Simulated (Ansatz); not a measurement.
Basis-set series for `[GaH2][GeH3]`. The species carries charge 0 and has multiplicity 1. Geometry: relaxed with PBE0-D4/def2-TZVP.

```
functional       basis  functions  energy (Eh)  HOMO (eV)  LUMO (eV)
   PBE0-D4  def2-TZVPP        166  -4004.32240      -7.60      -2.11
   PBE0-D4  def2-QZVPP        328  -4004.41138      -7.60      -2.13
   ωB97M-V  def2-TZVPP        166  -4004.59756      -9.62      -0.40
   ωB97M-V  def2-QZVPP        328  -4004.68452      -9.62      -0.49
```

Task: Give the rows for def2-SVP. (Best estimate.)

Result: Ansatz gave: 
| functional | basis | functions | energy (Eh) | HOMO (eV) | LUMO (eV) |
| --- | --- | --- | --- | --- | --- |
| PBE0-D4 | def2-SVP | 89 | -4003.81120 | -7.59 | -2.10 |
| ωB97M-V | def2-SVP | 89 | -4004.08629 | -9.57 | -0.35 |

Scalar relativity is left out up to krypton.
